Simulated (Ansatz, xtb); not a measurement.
# Relative energy of two isomers of BrH9Si4

Structure I: `[SiH3][SiH]([SiH3])[SiH2]Br`, a singlet. Structure II: `[SiH3][Si]([SiH3])([SiH3])Br`, a singlet. Both are isolated molecules in the gas phase, relaxed with r2SCAN-D4/def2-SVP, each in the lowest conformer that the search found.

Quicker runs give these differences E(II) − E(I): GFN2-xTB +10.56 kJ/mol; HF/STO-3G +4.25 kJ/mol (at GFN2-xTB geometries); r2SCAN-D4/def2-SVP//GFN2-xTB −2.21 kJ/mol.

Question: Estimate which is lower in electronic energy at CCSD(T)/def2-SVP + ΔMP2/def2-TZVPP, and by roughly how much.

Answer: CCSD(T)/def2-SVP + ΔMP2/def2-TZVPP gives E(II) − E(I) = +2.12 kJ/mol, slightly favouring structure I, which is too small a margin to settle the true order.

Level by level:

```json
{"level": "GFN2-xTB", "geometry": "GFN2-xTB", "E(II) − E(I) (kJ/mol)": "+10.56", "departure from the last row (kJ/mol)": "+8.44", "job, with rough time for the two": "optimisation, 0.26 s"}
{"level": "HF/STO-3G", "geometry": "GFN2-xTB", "E(II) − E(I) (kJ/mol)": "+4.25", "departure from the last row (kJ/mol)": "+2.13", "job, with rough time for the two": "single point, 0.82 s"}
{"level": "r2SCAN-D4/def2-SVP//GFN2-xTB", "geometry": "GFN2-xTB", "E(II) − E(I) (kJ/mol)": "−2.21", "departure from the last row (kJ/mol)": "−4.33", "job, with rough time for the two": "single point, 9.3 s"}
{"level": "r2SCAN-D4/def2-SVP", "geometry": "r2SCAN-D4/def2-SVP", "E(II) − E(I) (kJ/mol)": "+3.35", "departure from the last row (kJ/mol)": "+1.22", "job, with rough time for the two": "optimisation, 86 s"}
{"level": "HF/def2-SVP", "geometry": "r2SCAN-D4/def2-SVP", "E(II) − E(I) (kJ/mol)": "+3.96", "departure from the last row (kJ/mol)": "+1.83", "job, with rough time for the two": "part of the CCSD(T) run"}
{"level": "MP2/def2-SVP", "geometry": "r2SCAN-D4/def2-SVP", "E(II) − E(I) (kJ/mol)": "+3.97", "departure from the last row (kJ/mol)": "+1.85", "job, with rough time for the two": "part of the CCSD(T) run"}
{"level": "CCSD(T)/def2-SVP", "geometry": "r2SCAN-D4/def2-SVP", "E(II) − E(I) (kJ/mol)": "+4.14", "departure from the last row (kJ/mol)": "+2.02", "job, with rough time for the two": "single point"}
{"level": "CCSD(T)/def2-SVP + ΔMP2/def2-TZVPP", "geometry": "r2SCAN-D4/def2-SVP", "E(II) − E(I) (kJ/mol)": "+2.12", "departure from the last row (kJ/mol)": "", "job, with rough time for the two": "single point, 2.1 min"}
```

As drawn, both hold the same kinds of bond in the same numbers.

The largest departure from CCSD(T)/def2-SVP + ΔMP2/def2-TZVPP is that of GFN2-xTB, 8.44 kJ/mol. The last row adds to CCSD(T) the change of the MP2 difference between the two basis sets, here −2.02 kJ/mol.

With thermal terms from frequencies at re-optimised GFN2-xTB minima (ideal gas, soft modes damped towards free rotors, one conformer each, 298.15 K, 1 atm): on the last row, ΔE + ΔZPE = −0.01, ΔH = +1.79, ΔG = +0.01 kJ/mol.

The correlated steps freeze 29 core orbitals; the filled d shell of Br is correlated, in a basis made for valence electrons. Programs: Ansatz 0.2.0, xtb 6.7.1; the last row on 2 threads of Arm Neoverse V2 on a shared host.
